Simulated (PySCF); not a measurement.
Be(I)(OH) (BeHIO), SMILES [OH][Be][I]. Heavy atoms are numbered as in [Be:1]([I:2])[OH:3]. Hydrogens are named by the atom that carries them.

Geometry: r2SCAN-D4/def2-TZVP. The def2 effective core potentials stand for the cores of I; spin–orbit coupling is left out. Other conformers were not sampled.

Level of theory: B3LYP/def2-TZVPD (PySCF).

Mulliken values depend strongly on the basis, most of all with diffuse functions as here. ESP charges are fitted to the potential on shells at 1.4 to 2.0 van der Waals radii. Atomic charges (e), one atom of each kind:

```tsv
atom	ESP fit	Mulliken
Be1	0.50	-0.14
I2	-0.22	-0.10
O3 (OH)	-0.65	-0.08
H on O3	0.37	0.33
```
